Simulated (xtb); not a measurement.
xtb input (GFN2-xTB):

```bash
xtb mol.xyz --gfn 2 --ohess tight --chrg -1 --uhf 0
```
mol.xyz:
```
5

Ge    -0.01231903    -0.15425373     0.00220404
O      1.60169374    -0.17365105    -0.40397568
Cl    -0.59207759     1.92300428     0.12181170
H     -0.67836331    -0.83175619    -1.11881572
H     -0.21654721    -0.73366500     1.38211400
```

End of the output:

```
           -------------------------------------------------
          | TOTAL ENERGY              -11.861310658934 Eh   |
          | TOTAL ENTHALPY            -11.839679407071 Eh   |
          | TOTAL FREE ENERGY         -11.873412699758 Eh   |
          | GRADIENT NORM               0.000075813432 Eh/α |
          | HOMO-LUMO GAP               7.370606602860 eV   |
           -------------------------------------------------

------------------------------------------------------------------------
------------------------------------------------------------------------
 total:
 SCF:
 ANC optimizer:
 analytical hessian:
Note: The following floating-point exceptions are signalling: IEEE_UNDERFLOW_FLAG IEEE_DENORMAL
normal termination of xtb
```

It need not be the lowest isomer of its formula. Whether it binds its extra electron was not tested at this geometry.
